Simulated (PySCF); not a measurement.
**UHF on As⁺ (arsenic, charge +1)**

Configuration: [Ar] 3d10 4s2 4p2, high-spin 3P determinant. All numbers are calculated (PySCF 2.14, a scalar-relativistic core potential, in cc-pVDZ-PP with ECP10MDF (4s3p2d, 23 functions)).

| Property | Result |
| --- | --- |
| Total energy | -330.850759 hartree |
| One-electron energy | -578.7574 hartree |
| Hartree (Coulomb) energy | 273.3641 hartree |
| Exchange energy | -25.4574 hartree |
| ⟨S²⟩ | 2.0078 |
| ⟨L²⟩ | 2.023 |
| Sum of ⟨r⟩ | 20.09 bohr |
| Sum of ⟨r²⟩ | 30.06 bohr² |
| Traceless quadrupole moment −½Σ⟨3z² − r²⟩ along its main axis | 2.51 e·bohr² |
| Time after the integrals | 0.1 s of wall time on 1 thread of Neoverse-N1 (shared host) |

```tsv
shell	electrons	mean orbital energy (eV)	spread (eV)	rms radius, mean of both spins (bohr)
3s α	1	-230.32	0	0.641
3s β	1	-229.94	0	0.641
3p α	3	-173.54	0.028	0.668
3p β	3	-173.11	0.593	0.668
3d α	5	-66.563	0.323	0.743
3d β	5	-66.269	0.598	0.743
4s α	1	-30.464	0	2.06
4s β	1	-25.355	0	2.06
4p α	2	-18.431	0	2.51
```

Energies and moments cover only the electrons outside the core potential.
